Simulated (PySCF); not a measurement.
PBE on Se⁻ (selenium, charge -1), [Ar] 3d10 4s2 4p5, 2P determinant. Computed with PySCF 2.14 in aug-cc-pVTZ-PP with ECP10MDF, with a scalar-relativistic core potential.

```
cycle= 1 E= -373.196589534338  delta_E= -0.0113  |g|= 0.0943  |ddm|= 0.365
cycle= 2 E= -373.196388088967  delta_E= 0.000201  |g|= 0.0815  |ddm|= 0.13
cycle= 3 E= -373.197818423609  delta_E= -0.00143  |g|= 0.0176  |ddm|= 0.104
cycle= 4 E= -373.198071572231  delta_E= -0.000253  |g|= 0.00178  |ddm|= 0.0398
cycle= 5 E= -373.198074973582  delta_E= -3.4e-06  |g|= 0.000132  |ddm|= 0.00475
cycle= 6 E= -373.198074998453  delta_E= -2.49e-08  |g|= 3.2e-05  |ddm|= 0.000555
cycle= 7 E= -373.19807499971  delta_E= -1.26e-09  |g|= 3.08e-06  |ddm|= 0.000103
cycle= 8 E= -373.198074999721  delta_E= -1.14e-11  |g|= 6.18e-08  |ddm|= 1.15e-05
converged SCF energy = -373.198074999721  <S^2> = 0.75376975  2S+1 = 2.0037662
```

Highest occupied orbital energy: 1.002 eV; ⟨L²⟩ = 2.03; populations by l: s 4.00, p 11.00, d 10.00, f 0.00.

Task: Can this result be used?

Result: With care. The run converged. Energies and moments cover only the electrons outside the core potential. At PBE the highest occupied level has a positive energy, so only the finite basis holds that electron; in a semilocal or global hybrid functional this comes from self-interaction and does not mean that the real anion is unbound.
